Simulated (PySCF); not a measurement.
Species: C6H6F2OSe.
SMILES with atom numbers: `[CH:1]#[C:2][C@@H:3]1[Se:4][CH2:5][C@H:6]([F:7])[O:8][C@H:9]1[F:10]` (hydrogens: H11 on C1; H12 on C3; H13, H14 on C5; H15 on C6; H16 on C9)

Computed with PBE0-D3(BJ)/def2-SVP geometry optimisation, gas phase in PySCF.

Q: List the bond lengths, angles and torsions at this level.

A: 
```json
{"bond": "C1≡C2", "length (Å)": "1.210"}
{"bond": "C2–C3", "length (Å)": "1.449"}
{"bond": "C3–Se4", "length (Å)": "1.982"}
{"bond": "Se4–C5", "length (Å)": "1.952"}
{"bond": "C5–C6", "length (Å)": "1.512"}
{"bond": "C6–F7", "length (Å)": "1.363"}
{"bond": "C6–O8", "length (Å)": "1.390"}
{"bond": "O8–C9", "length (Å)": "1.376"}
{"bond": "C9–F10", "length (Å)": "1.371"}
{"bond": "C3–C9", "length (Å)": "1.531"}
{"bond": "C1–H11", "length (Å)": "1.074"}
{"bond": "C3–H12", "length (Å)": "1.101"}
{"bond": "C5–H13", "length (Å)": "1.098"}
{"bond": "C5–H14", "length (Å)": "1.098"}
{"bond": "C6–H15", "length (Å)": "1.103"}
{"bond": "C9–H16", "length (Å)": "1.101"}
```

A selection of angles:
```json
{"angle": "C2–C1–H11", "degrees": "178.7"}
{"angle": "C1–C2–C3", "degrees": "178.2"}
{"angle": "C2–C3–Se4", "degrees": "112.9"}
{"angle": "C2–C3–C9", "degrees": "112.2"}
{"angle": "C2–C3–H12", "degrees": "109.7"}
{"angle": "Se4–C3–C9", "degrees": "110.6"}
{"angle": "Se4–C3–H12", "degrees": "104.8"}
{"angle": "C9–C3–H12", "degrees": "106.3"}
{"angle": "C3–Se4–C5", "degrees": "94.8"}
{"angle": "Se4–C5–C6", "degrees": "112.0"}
{"angle": "Se4–C5–H13", "degrees": "106.6"}
{"angle": "Se4–C5–H14", "degrees": "109.9"}
{"angle": "C6–C5–H13", "degrees": "109.2"}
{"angle": "C6–C5–H14", "degrees": "109.4"}
{"angle": "H13–C5–H14", "degrees": "109.6"}
{"angle": "C5–C6–F7", "degrees": "109.8"}
{"angle": "C5–C6–O8", "degrees": "114.4"}
{"angle": "C5–C6–H15", "degrees": "110.5"}
{"angle": "F7–C6–O8", "degrees": "109.5"}
{"angle": "F7–C6–H15", "degrees": "107.1"}
{"angle": "O8–C6–H15", "degrees": "105.2"}
{"angle": "C6–O8–C9", "degrees": "121.0"}
{"angle": "O8–C9–F10", "degrees": "109.8"}
{"angle": "O8–C9–H16", "degrees": "105.6"}
{"angle": "F10–C9–H16", "degrees": "107.6"}
{"angle": "C3–C9–O8", "degrees": "116.0"}
{"angle": "C3–C9–F10", "degrees": "108.0"}
{"angle": "C3–C9–H16", "degrees": "109.5"}
```

Torsions: C2–C3–Se4–C5 -105° (anticlinal); C3–Se4–C5–C6 34° (synclinal); Se4–C5–C6–F7 58° (synclinal); C5–C6–O8–C9 29° (synperiplanar); C6–O8–C9–F10 -82° (synclinal); C2–C3–C9–O8 64° (synclinal).

Of the pairs four or more bonds apart, C5···F10 is among the closest relative to their van der Waals radii: 2.91 Å, 92 % of the sum of Bondi's values. The 2 C–Se bonds span 1.952 Å (Se4–C5, drawn single) to 1.982 Å (C3–Se4, drawn single), a spread of 0.030 Å. The C–C distances run from 1.210 Å (C1≡C2, drawn triple) to 1.531 Å (C3–C9, drawn single), a spread of 0.321 Å. The 6-membered ring C3–Se4–C5–C6–O8–C9 has internal angles of 94.8° to 121.0° (sum 669°, against 720° for a flat polygon); it is puckered, 0.30 Å rms from its mean plane, widest ring torsion 66°.

Point group: C1 (no symmetry element, even within 0.4 Å). No PBE0-D3(BJ)/def2-SVP frequencies stand behind this structure, so it isn't proved a minimum. The numbers are those of one conformer.
